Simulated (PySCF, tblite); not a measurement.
Isomers of C4H8OPSi (doublet state), one GFN2-xTB conformer each. Single-point energies are computed at B3LYP/pcH-1 (PySCF, gas phase, no added dispersion term), electronic only. GFN2-xTB treats the open shell by occupation alone, and not every SCF solution was tested for stability.

```csv
SMILES,GFN2-xTB relative energy (kJ/mol)
[PH][Si@@H]1CCC=CO1,0.0
P[Si@@H]1C[CH]C=CO1,22.8
O=CC/C=C/[SiH]P,249.1
C=C1O[Si](P)[C@H]1C,84.6
O=CC/C=C/[SiH2][PH],232.5
```

Conformers: `[PH:1][Si@@H:2]1[CH2:3][CH2:4][CH:5]=[CH:6][O:7]1` (doublet state) with H–P1–Si2–C3 -89°, P1–Si2–C3–C4 -79°, Si2–C3–C4–C5 -53°, C3–C4–C5–C6 39°, C5–C6–O7–Si2 -15°; `[PH2:1][Si@@H:2]1[CH2:3][CH:4][CH:5]=[CH:6][O:7]1` (doublet state) with H–P1–Si2–C3 -79° and -173°, P1–Si2–C3–C4 -143°, Si2–C3–C4–C5 24°, C3–C4–C5–C6 -7°, C5–C6–O7–Si2 -11°; `[O:1]=[CH:2][CH2:3]/[CH:4]=[CH:5]/[SiH:6][PH2:7]` (doublet state) with O1–C2–C3–C4 -134°, C2–C3–C4–C5 31°, C4–C5–Si6–P7 -14°, C5–Si6–P7–H 178° and 85°; `[CH2:1]=[C:2]1[O:3][Si:4]([PH2:5])[C@H:6]1[CH3:7]` (doublet state) with O3–Si4–P5–H -171° and -78°; `[O:1]=[CH:2][CH2:3]/[CH:4]=[CH:5]/[SiH2:6][PH:7]` (doublet state) with O1–C2–C3–C4 9°, C2–C3–C4–C5 126°, C4–C5–Si6–P7 -110°, C5–Si6–P7–H 74°.

**Question.** What does B3LYP/pcH-1 give for the same structures?

**Answer.** 
```csv
SMILES,B3LYP/pcH-1 E (Eh),B3LYP/pcH-1 (kJ/mol),GFN2-xTB (kJ/mol),point group
[PH][Si@@H]1CCC=CO1,-863.33562,0.0,0.0,C1
P[Si@@H]1C[CH]C=CO1,-863.33382,4.7,22.8,C1
C=C1O[Si](P)[C@H]1C,-863.30132,90.1,84.6,C1
O=CC/C=C/[SiH2][PH],-863.28576,130.9,232.5,C1
O=CC/C=C/[SiH]P,-863.27304,164.3,249.1,C1
```

Both levels put the same isomer lowest; measured from each level's own lowest isomer, the values differ by up to 101.6 kJ/mol (O=CC/C=C/[SiH2][PH]: 232.5 against 130.9). As drawn, the lowest has an Si–O bond, which the highest lacks. Neighbours under 21 kJ/mol apart ([PH][Si@@H]1CCC=CO1 and P[Si@@H]1C[CH]C=CO1) can change places with a better method, another conformer or zero-point energy.

**Question.** What happens when harmonic zero-point energies from GFN2-xTB frequencies are added?

**Answer.** 
```csv
SMILES,ZPE (kJ/mol),electronic (kJ/mol),with ZPE (kJ/mol)
[PH][Si@@H]1CCC=CO1,284.9,0.0,6.0
P[Si@@H]1C[CH]C=CO1,274.1,4.7,0.0
C=C1O[Si](P)[C@H]1C,283.2,90.1,94.4
O=CC/C=C/[SiH2][PH],265.7,130.9,117.7
O=CC/C=C/[SiH]P,268.9,164.3,154.4
```

The zero-point energies span 19.2 kJ/mol. P[Si@@H]1C[CH]C=CO1 becomes the lowest.
